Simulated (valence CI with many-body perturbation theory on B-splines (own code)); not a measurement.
# E1 line list for Ru XXXI

Computed by valence CI with perturbative core correlation (CI+MBPT): four valence electrons over a frozen Dirac-Fock core [Ne], a basis of 11 s, 11 p, 9 d, 7 f, 5 g, 2 h, 1 i functions for each j, with the one-electron correlation potential Σ1 (screened to all orders), the two-electron term Σ2, the three-electron term Σ3, Breit, model QED; selected single and double excitations, second order for the rest (own B-spline code, finite nucleus).

The last digits are not significant, and no measured levels were compared; by estimate large intervals hold to a few tenths of a per cent, small ones and those within an open d or f shell to about a per cent.

Lines 51 to 100 of 229 in falling wavelength, among levels below 287.06 eV, chosen from the strongest by gf and those to the six lowest levels. Wavelengths and rates use the calculated energies. Electric multipoles are in the length gauge, E1 and E2 with the static RPA response of the core. Weak lines are less certain than strong ones. Lines between different terms over intervals too small for the method are left out, as are lines whose strength nearly cancels. The highest levels of a list are the least certain.

Levels are named by their leading jj configuration (3d3/2^4 stands for four electrons in 3d with j = 3/2), which in mixed levels can hold well under half, so a name can repeat and another be missing. Letters in brackets count levels of one name in rising energy.

| λ vac (Å) | Upper | Lower | A (s⁻¹) | log gf | Branch % |
| --- | --- | --- | --- | --- | --- |
| 113.1 | (3s^2 3p1/2 3d3/2) J=2 | (3s^2 3p1/2 3p3/2) J=1 | 6.31e+07 | -3.22 | 2.3 |
| 112.5 | (3s 3p1/2 3p3/2 3d3/2) J=3 [b] | (3s 3p1/2 3p3/2^2) J=2 [b] | 9.68e+09 | -0.89 | 12.7 |
| 112.0 | (3s^2 3p3/2 3d3/2) J=1 | (3s^2 3p3/2^2) J=0 | 3.47e+09 | -1.71 | 1.6 |
| 111.2 | (3s 3p1/2 3p3/2 3d5/2) J=3 [c] | (3s^2 3p1/2 3d5/2) J=3 | 5.31e+09 | -1.16 | 4.0 |
| 110.9 | (3s 3p1/2 3p3/2 3d5/2) J=3 [e] | (3s 3p3/2^3) J=2 | 1.53e+10 | -0.70 | 9.6 |
| 110.8 | (3s 3p3/2^2 3d3/2) J=2 | (3s 3p3/2^3) J=2 | 6.78e+09 | -1.20 | 3.7 |
| 109.9 | (3s 3p1/2 3p3/2 3d5/2) J=4 [d] | (3s^2 3p1/2 3d5/2) J=3 | 5.40e+10 | -0.06 | 93.6 |
| 109.8 | (3s 3p1/2 3p3/2 3d3/2) J=1 [d] | (3s 3p1/2 3p3/2^2) J=1 [b] | 1.02e+10 | -1.26 | 5.0 |
| 109.8 | (3s 3p1/2^2 3d3/2) J=1 | (3s 3p1/2^2 3p3/2) J=2 | 7.48e+08 | -2.39 | 13.3 |
| 109.2 | (3s 3p1/2 3p3/2 3d5/2) J=2 [c] | (3s^2 3p1/2 3d3/2) J=1 | 5.46e+09 | -1.31 | 4.9 |
| 109.2 | (3s 3p1/2 3p3/2^2) J=1 [a] | (3s^2 3p1/2 3p3/2) J=2 | 1.96e+08 | -2.98 | 0.4 |
| 108.9 | (3s 3p1/2^2 3p3/2) J=1 | (3s^2 3p1/2^2) J=0 | 2.36e+10 | -0.90 | 83.3 |
| 108.5 | (3s 3p1/2^2 3d3/2) J=2 | (3s 3p1/2^2 3p3/2) J=2 | 4.49e+08 | -2.40 | 6.1 |
| 108.1 | (3s 3p1/2 3p3/2 3d3/2) J=2 [c] | (3s^2 3p1/2 3d3/2) J=2 | 2.40e+10 | -0.68 | 21.3 |
| 108.0 | (3s 3p1/2 3p3/2 3d3/2) J=2 [e] | (3s^2 3p1/2 3d3/2) J=1 | 2.25e+10 | -0.71 | 9.0 |
| 107.4 | (3s 3p1/2 3p3/2^2) J=0 | (3s^2 3p1/2 3p3/2) J=1 | 2.82e+10 | -1.31 | 100.0 |
| 106.9 | (3s 3p1/2 3p3/2 3d5/2) J=1 [c] | (3s^2 3p1/2 3d5/2) J=2 | 1.34e+10 | -1.16 | 10.9 |
| 106.6 | (3s 3p1/2 3p3/2 3d3/2) J=0 [a] | (3s 3p1/2^2 3p3/2) J=1 | 1.84e+10 | -1.50 | 65.5 |
| 106.0 | (3s 3p3/2^2 3d3/2) J=1 [a] | (3s^2 3p1/2 3d3/2) J=1 | 7.33e+09 | -1.43 | 3.3 |
| 106.0 | (3s 3p3/2^2 3d3/2) J=2 | (3s^2 3p1/2 3d3/2) J=1 | 1.55e+10 | -0.88 | 8.4 |
| 105.0 | (3s 3p1/2 3p3/2 3d5/2) J=3 [e] | (3s^2 3p1/2 3d5/2) J=2 | 4.40e+10 | -0.29 | 27.7 |
| 104.9 | (3s 3p3/2^2 3d3/2) J=1 [a] | (3s^2 3p1/2 3d5/2) J=2 | 1.98e+10 | -1.01 | 8.8 |
| 104.9 | (3s 3p3/2^2 3d3/2) J=2 | (3s^2 3p1/2 3d5/2) J=2 | 1.73e+10 | -0.84 | 9.5 |
| 104.9 | (3s 3p1/2 3p3/2^2) J=1 [a] | (3s^2 3p1/2 3p3/2) J=1 | 3.20e+10 | -0.80 | 59.8 |
| 104.8 | (3s 3p1/2 3p3/2^2) J=2 [b] | (3s^2 3p1/2 3p3/2) J=2 | 2.60e+10 | -0.67 | 72.8 |
| 104.7 | (3s 3p1/2 3p3/2 3d5/2) J=2 [e] | (3s 3p3/2^3) J=2 | 8.41e+09 | -1.16 | 4.0 |
| 104.5 | (3s 3p1/2 3p3/2 3d5/2) J=2 [d] | (3s^2 3p1/2 3d3/2) J=1 | 1.12e+10 | -1.04 | 6.4 |
| 104.0 | (3s 3p1/2 3p3/2 3d3/2) J=2 [c] | (3s 3p1/2 3p3/2^2) J=3 | 9.35e+09 | -1.12 | 8.3 |
| 103.8 | (3s 3p1/2 3p3/2 3d3/2) J=1 [d] | (3s 3p1/2 3p3/2^2) J=2 [b] | 1.62e+10 | -1.10 | 7.9 |
| 103.8 | (3s 3p1/2 3p3/2 3d5/2) J=2 [c] | (3s 3p1/2 3p3/2^2) J=1 [b] | 4.11e+09 | -1.48 | 3.7 |
| 103.2 | (3s 3p1/2 3p3/2 3d5/2) J=3 [d] | (3s 3p1/2 3p3/2^2) J=2 [b] | 4.40e+10 | -0.31 | 42.9 |
| 103.1 | (3s 3p1/2 3p3/2 3d5/2) J=1 [a] | (3s 3p1/2 3p3/2^2) J=2 [a] | 2.16e+10 | -0.99 | 65.6 |
| 103.1 | (3s 3p3/2^2 3d3/2) J=3 | (3s^2 3p1/2 3d5/2) J=2 | 1.23e+10 | -0.86 | 6.1 |
| 102.9 | (3s 3p1/2 3p3/2 3d5/2) J=2 [c] | (3s^2 3p1/2 3d5/2) J=3 | 4.20e+09 | -1.48 | 3.8 |
| 102.6 | (3s 3p1/2 3p3/2 3d3/2) J=2 [e] | (3s 3p1/2 3p3/2^2) J=1 [b] | 1.45e+10 | -0.94 | 5.8 |
| 102.5 | (3p1/2^2 3p3/2^2) J=2 | (3s 3p1/2^2 3p3/2) J=2 | 1.16e+10 | -1.04 | 36.3 |
| 102.5 | (3s 3p3/2^3) J=1 | (3s^2 3p3/2^2) J=0 | 7.40e+08 | -2.46 | 0.4 |
| 102.4 | (3s 3p1/2 3p3/2 3d3/2) J=2 [d] | (3s 3p1/2 3p3/2^2) J=3 | 6.80e+09 | -1.27 | 4.2 |
| 102.3 | (3s 3p1/2 3p3/2 3d5/2) J=2 [a] | (3s 3p1/2 3p3/2^2) J=2 [a] | 9.42e+09 | -1.13 | 36.5 |
| 102.2 | (3s 3p1/2 3p3/2 3d3/2) J=0 [b] | (3s 3p1/2^2 3p3/2) J=1 | 2.48e+10 | -1.41 | 60.5 |
| 102.2 | (3s 3p1/2 3p3/2 3d5/2) J=1 [b] | (3s 3p1/2 3p3/2^2) J=2 [b] | 1.12e+10 | -1.28 | 14.2 |
| 101.9 | (3s^2 3p3/2 3d3/2) J=1 | (3s^2 3p3/2^2) J=2 | 2.26e+10 | -0.98 | 10.7 |
| 101.6 | (3s 3p1/2 3p3/2 3d5/2) J=3 [b] | (3s 3p1/2 3p3/2^2) J=3 | 1.93e+10 | -0.68 | 30.0 |
| 100.8 | (3s 3p3/2^2 3d3/2) J=1 [a] | (3s 3p1/2 3p3/2^2) J=1 [b] | 1.07e+10 | -1.31 | 4.8 |
| 100.8 | (3s 3p1/2 3p3/2^2) J=2 [b] | (3s^2 3p1/2 3p3/2) J=1 | 8.31e+09 | -1.20 | 23.3 |
| 100.5 | (3s^2 3p3/2 3d3/2) J=2 | (3s^2 3p3/2^2) J=2 | 4.50e+09 | -1.47 | 1.8 |
| 100.4 | (3s 3p1/2 3p3/2 3d5/2) J=3 [a] | (3s 3p1/2 3p3/2^2) J=2 [a] | 1.33e+10 | -0.85 | 14.1 |
| 100.4 | (3s 3p1/2 3p3/2 3d5/2) J=2 [e] | (3s^2 3p1/2 3d3/2) J=1 | 1.45e+10 | -0.96 | 6.8 |
| 100.3 | (3s 3p1/2^2 3d5/2) J=3 | (3s 3p1/2^2 3p3/2) J=2 | 1.35e+10 | -0.85 | 81.4 |
| 100.3 | (3s 3p1/2 3p3/2 3d3/2) J=3 [b] | (3s^2 3p1/2 3d3/2) J=2 | 6.26e+10 | -0.18 | 82.0 |

How does gf follow from A for the line at 108.1 Å?

gf = 1.4992 × (2J+1)_upper × A / σ², with σ = 924721 cm⁻¹ and 2J+1 = 5: gf = 0.210.
